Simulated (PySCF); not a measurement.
BrClFHOSi. Atoms are numbered in the order given.

```xyz
6

O     -1.6475    -1.1562    -0.4880
Si    -0.2753    -0.6024     0.2069
F     -0.3308    -0.7838     1.8072
Cl     1.2759    -1.7107    -0.5074
Br     0.0219     1.5553    -0.1775
H     -2.4447    -0.6159    -0.4184
```
Charge 0, spin multiplicity 1.

Geometry: B3LYP-D3(BJ)/def2-SVP. The structure was generated by enumeration, and PubChem lists no compound with its InChIKey, so it may never have been made. The values are those of a single conformer.

Computed with PBE/pcSseg-1 run with PySCF.

GIAO shieldings, no solvent; atoms alike by connectivity are averaged. δ = σ(ref) − σ: ¹⁷O against H2O (σ = 334.3 ppm); ²⁹Si against TMS (σ = 335.4 ppm); ¹⁹F against CFCl3 (σ = 133.6 ppm); ³⁵Cl against HCl (σ = 936.5 ppm); ¹H against TMS (σ = 31.49 ppm), references at their B3LYP-D3(BJ)/def2-TZVP geometries, non-relativistic (without spin–orbit terms, shifts of atoms bonded to Cl or Br come out too high).

```json
[
 {"atoms": "O1", "nucleus": "¹⁷O", "count": "1", "δ (ppm)": "…"},
 {"atoms": "Si2", "nucleus": "²⁹Si", "count": "1", "δ (ppm)": "-20.0"},
 {"atoms": "F3", "nucleus": "¹⁹F", "count": "1", "δ (ppm)": "…"},
 {"atoms": "Cl4", "nucleus": "³⁵Cl", "count": "1", "δ (ppm)": "120.4"},
 {"atoms": "H6", "nucleus": "¹H", "count": "1", "δ (ppm)": "3.27"}
]
```

Question: Some entries are withheld; supply them. (An estimate is asked for; the answer gives what the named calculation found.)

Answer: 
- F3, δ (ppm): -104.1
- O1, δ (ppm): 108.8
